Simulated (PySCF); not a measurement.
Mg(Me)2 (C2H6Mg), SMILES [CH3][Mg][CH3].

The structure is a stationary point at B3LYP-D3(BJ)/def2-TZVP. The isomer is the one that the SMILES or the coordinates give; other isomers of the formula were not compared.

The numbers are results of TDDFT-PBE0/def2-SVPD run with PySCF 2.14.0, not measurements.

Vertical excitations; the highest root listed may be one member of a degenerate set. The molecule is in vacuum. State labels are in the subgroup C2.

```
state  symmetry  energy (eV)  λ (nm)      f                          main pairs
-----  --------  -----------  ------  -----  ----------------------------------
S1            A         5.20     238  0.000        HOMO→LUMO+1 (degenerate set)
S2            B         5.20     238  0.000        HOMO→LUMO+2 (degenerate set)
S3            B         5.31     233  0.333                      HOMO→LUMO 97 %
S4            A         6.08     204  0.000  HOMO→LUMO+3 59 %, HOMO−1→LUMO 40 %
S5            A         6.39     194  0.000  HOMO−1→LUMO 59 %, HOMO→LUMO+3 40 %
S6            B         6.59     188  0.142      HOMO−1→LUMO+1 (degenerate set)
S7            A         6.59     188  0.142      HOMO−1→LUMO+2 (degenerate set)
S8            B         7.16     173  0.000        HOMO→LUMO+5 (degenerate set)
S9            A         7.16     173  0.000        HOMO→LUMO+4 (degenerate set)
S10           B         7.43     167  0.001                  HOMO−1→LUMO+3 95 %
T1            B         4.37     284      0                      HOMO→LUMO 95 %
T2            A         5.04     246      0        HOMO→LUMO+1 (degenerate set)
T3            B         5.04     246      0        HOMO→LUMO+2 (degenerate set)
T4            A         5.47     227      0                    HOMO−1→LUMO 86 %
```
Triplets are in the Tamm–Dancoff approximation, which puts them higher than full response would, so one can lie above its singlet here.
